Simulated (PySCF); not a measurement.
Species: C7H9ClNP.
Geometry (PBE0-D3(BJ)/def2-SVP, Å), atoms numbered from 1 in this order:
```
atom  x, y, z in Å
C1    -2.178    1.289   -0.065
N2    -1.397    0.095    0.131
C3    -2.056   -1.170    0.325
C4    -0.033    0.171    0.062
C5     0.752   -0.991    0.242
C6     2.136   -1.033    0.197
C7     2.928    0.094   -0.040
Cl8    4.659   -0.115   -0.071
C9     2.392    1.351   -0.248
P10    0.706    1.761   -0.262
H11   -2.049    1.706   -1.082
H12   -1.887    2.081    0.647
H13   -3.241    1.063    0.086
H14   -3.142   -1.017    0.316
H15   -1.811   -1.893   -0.474
H16   -1.790   -1.634    1.291
H17    0.246   -1.939    0.437
H18    2.636   -1.991    0.353
H19    3.083    2.181   -0.427
```

The closed-shell ground state was solved at several levels (PySCF, density fitting, gas phase, non-relativistic).

| level | basis functions | HOMO (eV) | LUMO (eV) | gap (eV) | dipole (D) |
| --- | --- | --- | --- | --- | --- |
| PBE/pcSseg-1 | 229 | -4.86 | -2.08 | 2.78 | 4.45 |
| PBE0/pcSseg-1 | 229 | -5.80 | -1.36 | 4.44 | 4.43 |

(1) Estimate the row for wB97X-D/def2-SVPD, a basis of 283 functions; the other rows only guide the guess.

(2) Over all these levels, which gives the widest orbital gap and which the narrowest?

(3) How far do the dipole and the HOMO energy spread over the levels?

## Answers

(1) HOMO -7.47 eV, LUMO 0.25 eV, gap 7.72 eV, dipole 4.34 D.

(2) wB97X-D/def2-SVPD (range-separated hybrid) has the widest, 7.72 eV, and PBE/pcSseg-1 (GGA) the narrowest, 2.78 eV. Functional and basis both differ between the two, so the spread mixes both effects.

(3) The dipole runs from 4.34 to 4.45 D (mean 4.41 D) and the HOMO from -7.47 to -4.86 eV.
